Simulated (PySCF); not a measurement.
Cl2MoO2, charge -1, doublet (typed; the unrestricted solution is spin-contaminated), at a GFN2-xTB geometry (such geometries of metal compounds can be far from the true shape) (the multiplicity is a formal guess) (all electrons, no relativity), with bond 5-1 at 1.25 times its length; HF/3-21G in PySCF.

The PySCF input:
```python
from pyscf import gto, scf

mol = gto.Mole()
mol.atom = '''
    Mo    0.48465740   -0.09009807    0.15996992
    O     1.58129813   -0.62530869   -0.94327488
    O     0.84317706    0.17459744    1.74351668
    Cl   -0.78512742    1.69131697   -0.71922732
    Cl   -2.06265302   -1.54825339   -0.10571356
'''
mol.basis = '3-21g'
mol.charge = -1
mol.spin = 1
mol.verbose = 5
mol.build()

mf = scf.UHF(mol)
mf.kernel()
mo_i, mo_e, stable_i, stable_e = mf.stability(internal=True, external=True, return_status=True, nroots=6, tol=1e-6)
print('internally stable:', stable_i, ' externally stable:', stable_e)
if not stable_i:
    umf = mf.copy()
    umf.scf_summary = {}
    umf.kernel(umf.make_rdm1(mo_i, mf.mo_occ))
mf.analyze()
```

Question: What does PySCF print? Leave out banner, timings and long lists.

Answer: 
```
PySCF version 2.14.0

[INPUT] verbose = 5
[INPUT] max_memory = 4000
[INPUT] num. atoms = 5
[INPUT] num. electrons = 93
[INPUT] charge = -1
[INPUT] spin (= nelec alpha-beta = 2S) = 1
[INPUT] symmetry False subgroup None
[INPUT] Mole.unit = angstrom
[INPUT] Symbol           X                Y                Z      unit          X                Y                Z       unit  Magmom
[...]
[INPUT] ---------------- BASIS SET ----------------
[INPUT] l, kappa, [nprim/nctr], expnt,             c_1 c_2 ...
[INPUT] Mo
[...]
                                1346.764          0.369454
                                295.6352          0.688434
[...]
                                86.59356          0.086011
                                27.63904          0.967433
[...]
                                19.49171          1.284185
                                4.27818           1.010866
[...]
                                1.435305          0.437079
                                0.543782          0.814846
[...]
                                0.073258          1.108413
[...]
                                86.59356          0.600769
                                27.63904          0.410386
[...]
                                19.49171          1.030346
                                4.27818           0.728348
[...]
                                1.435305          0.479147
                                0.543782          0.586487
[...]
                                0.073258          1.000313
[...]
                                17.37358          0.498532
                                5.230784          0.578178
[...]
                                0.754653          0.781034
[...]
[INPUT] O
[...]
                                48.4308           0.3515
                                10.4206           0.707658
[...]
                                1.5762            1.22156
[...]
                                1.5762            0.853955
[...]
[INPUT] Cl
[...]
                                207.857           0.380363
                                45.1554           0.67819
[...]
                                13.9765           0.0511338
                                3.8871            0.991337
[...]
                                0.526955          1.18252
[...]
                                13.9765           0.458682
                                3.8871            0.601962
[...]
                                0.526955          0.822321
[...]
[...]
converged SCF energy = -5020.21915872832  <S^2> = 1.2810822  2S+1 = 2.4747381
<class 'pyscf.scf.uhf.UHF'> wavefunction is stable in the internal stability analysis
<class 'pyscf.scf.uhf.UHF'> wavefunction is stable in the real -> complex stability analysis
<class 'pyscf.scf.uhf.UHF'> wavefunction is stable in the UHF/UKS -> GHF/GKS stability analysis
internally stable: True  externally stable: True
Total Energy =                       -5020.219158728317780
[...]
spin_pop of  0 Mo 5dx2-y2    0.00657
spin_pop of  1 O 1s        0.00001
spin_pop of  1 O 2s       -0.00585
spin_pop of  1 O 3s        0.00083
spin_pop of  1 O 2px      -0.10469
spin_pop of  1 O 2py      -0.39781
spin_pop of  1 O 2pz      -0.01546
spin_pop of  1 O 3px       0.00056
spin_pop of  1 O 3py       0.00158
spin_pop of  1 O 3pz       0.00178
spin_pop of  2 O 1s        0.00001
spin_pop of  2 O 2s       -0.00585
spin_pop of  2 O 3s        0.00083
spin_pop of  2 O 2px      -0.07115
spin_pop of  2 O 2py      -0.38618
spin_pop of  2 O 2pz      -0.06062
spin_pop of  2 O 3px       0.00096
spin_pop of  2 O 3py       0.00156
spin_pop of  2 O 3pz       0.00140
spin_pop of  3 Cl 1s        0.00000
spin_pop of  3 Cl 2s        0.00000
spin_pop of  3 Cl 3s        0.00280
spin_pop of  3 Cl 4s        0.00117
spin_pop of  3 Cl 2px       0.00000
spin_pop of  3 Cl 2py       0.00000
spin_pop of  3 Cl 2pz       0.00000
spin_pop of  3 Cl 3px       0.01292
spin_pop of  3 Cl 3py       0.00636
spin_pop of  3 Cl 3pz       0.00318
spin_pop of  3 Cl 4px       0.00132
spin_pop of  3 Cl 4py       0.00078
spin_pop of  3 Cl 4pz       0.00043
spin_pop of  4 Cl 1s        0.00000
spin_pop of  4 Cl 2s        0.00000
spin_pop of  4 Cl 3s        0.00093
spin_pop of  4 Cl 4s        0.00047
spin_pop of  4 Cl 2px       0.00000
spin_pop of  4 Cl 2py       0.00000
spin_pop of  4 Cl 2pz       0.00000
spin_pop of  4 Cl 3px      -0.02066
spin_pop of  4 Cl 3py      -0.00134
spin_pop of  4 Cl 3pz       0.00079
spin_pop of  4 Cl 4px       0.00150
spin_pop of  4 Cl 4py       0.00015
spin_pop of  4 Cl 4pz       0.00009
 ** Mulliken Spin Density (per atom)  **
spin density of  0 Mo =      2.02722
spin density of  1 O =     -0.51905
spin density of  2 O =     -0.51905
spin density of  3 Cl =      0.02895
spin density of  4 Cl =     -0.01807
 ** Mulliken pop alpha/beta on meta-lowdin orthogonal AOs **
 ** Mulliken pop       alpha | beta **
In total            47.00000 | 46.00000
 ** Mulliken atomic charges   ( Nelec_alpha | Nelec_beta ) **
charge of  0Mo =      1.31148  (    21.35787     19.33065 )
charge of  1O =     -0.46235  (     3.97165      4.49070 )
charge of  2O =     -0.46235  (     3.97165      4.49070 )
charge of  3Cl =     -0.60600  (     8.81747      8.78853 )
charge of  4Cl =     -0.78079  (     8.88136      8.89943 )

WARN: System has nonzero charge -1; the dipole moment is origin-dependent.
Location of origin: [0. 0. 0.]

Dipole moment(X, Y, Z, Debye):  6.12021,  1.12415,  1.34668
```
